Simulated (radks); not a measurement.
Initial-state core-level shifts of neutral thallium when its valence configuration changes from [Hg] 6p1. Calculated with a radial shooting solver on a logarithmic mesh with Libxc functionals: scalar-relativistic Kohn-Sham, r2SCAN, spin-polarised, spherical densities, finite nucleus; open shells are filled with parallel spins first (spin-orbit coupling, left out, can overturn this in heavy ions); meta-GGA in the generalised Kohn-Sham scheme; Fermi nuclear charge, rms radius 5.4759 fm. Shifts are changes of the shell-averaged eigenvalues in eV (positive: less bound); the change of the density at the nucleus, which sets a Mossbauer isomer shift, is in e/bohr^3, on a base of 2.719e+06.

[
 {"valence": "[Xe] 4f12 5d10 6s2 6p3", "3d": "-46.503", "4p": "-39.129", "5s": "-19.956", "5p": "-16.976", "density at nucleus": "+535.6"},
 {"valence": "[Xe] 4f14 5d9 6s2 6p2", "3d": "-5.784", "4p": "-5.712", "5s": "-5.408", "5p": "-5.116", "density at nucleus": "+72.7"},
 {"valence": "[Xe] 4f14 5d10 6p3", "3d": "-3.348", "4p": "-3.368", "5s": "-3.412", "5p": "-3.424", "density at nucleus": "-420.1"},
 {"valence": "[Xe] 4f14 5d8 6s2 6p3", "3d": "-11.529", "4p": "-11.359", "5s": "-10.661", "5p": "-10.030", "density at nucleus": "+146.3"},
 {"valence": "[Xe] 4f14 5d10 6s1 6p2", "3d": "-1.519", "4p": "-1.531", "5s": "-1.560", "5p": "-1.567", "density at nucleus": "-210.6"},
 {"valence": "[Xe] 4f13 5d10 6s2 6p2", "3d": "-22.812", "4p": "-19.338", "5s": "-9.939", "5p": "-8.461", "density at nucleus": "+261.3"},
 {"valence": "[Xe] 4f13.5 5d9.5 6s2 6p2", "3d": "-14.233", "4p": "-12.505", "5s": "-7.683", "5p": "-6.795", "density at nucleus": "+166.6"},
 {"valence": "[Xe] 4f13 5d10 6s1 6p3", "3d": "-24.104", "4p": "-20.640", "5s": "-11.260", "5p": "-9.781", "density at nucleus": "+15.8"},
 {"valence": "[Xe] 4f13.5 5d10 6p3.5", "3d": "-14.788", "4p": "-13.119", "5s": "-8.497", "5p": "-7.763", "density at nucleus": "-323.1"}
]
